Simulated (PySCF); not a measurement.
A PySCF script (with the pyscf-properties extension) for the NMR shieldings of `[SiH2]1N[SiH](OC(C)=O)N1`, C2H8N2O2Si2, on a PBE0-D3(BJ)/def2-SVP geometry:

```python
import basis_set_exchange as bse
import numpy as np
from pyscf import gto, dft
from pyscf.prop import nmr

atoms = """
C    -3.111533   -0.091939   -0.364446
C    -1.800255    0.123573    0.323926
O    -1.614878    0.025763    1.516564
O    -0.804643    0.438218   -0.503155
Si    0.688015    0.751347    0.305734
N     1.995724    0.703140   -0.829276
Si    2.743280   -0.678385   -0.057790
N     1.421081   -0.603459    1.082975
H    -3.889746   -0.321408    0.371343
H    -3.014020   -0.917331   -1.085059
H    -3.379248    0.806716   -0.938958
H     0.463467    2.018603    1.039536
H     2.237934    1.261103   -1.633449
H     4.104966   -0.434866    0.511212
H     2.823915   -1.924248   -0.882767
H     1.126156   -1.154792    1.874384
"""
names = dict.fromkeys(["C", "O", "Si", "N", "H"], "pcSseg-1")
basis = {el: gto.basis.parse(bse.get_basis(n, elements=[el], fmt="nwchem")) for el, n in names.items()}
mol = gto.M(atom=atoms, basis=basis, charge=0, verbose=0)
mf = dft.RKS(mol, xc="GGA_XC_KT2")
mf.grids.level = 2
mf.grids.alignment = dft.numint.BLKSIZE   # the property module wants whole blocks of grid points
mf.conv_tol = 1e-9
mf.kernel()

calc = nmr.RKS(mf)   # GIAO
sigma = calc.kernel()   # uncoupled for a functional without exact exchange
for i, s in enumerate(sigma):   # ppm
    print("%2d %-2s %9.2f" % (i, mol.atom_pure_symbol(i), np.trace(s) / 3))
```

**Question.** What are the results?

**Answer.** 
```
 0 C     162.01
 1 C      15.08
 2 O    -113.37
 3 O      54.60
 4 Si    389.24
 5 N     237.86
 6 Si    377.70
 7 N     227.88
 8 H      29.56
 9 H      28.92
10 H      28.97
11 H      25.20
12 H      30.81
13 H      25.32
14 H      25.25
15 H      30.22
```

These numbers come from an equivalent density-fitted implementation of the same equations, which agrees with the script to about 0.01 ppm for H and up to a few tenths of a ppm for heavy atoms, so last digits may differ.

Size and cost of the density-fitted run: 190 basis functions, 36 s wall time on 1 thread of an Arm Neoverse V2, shared host; peak memory 0.83 GiB.
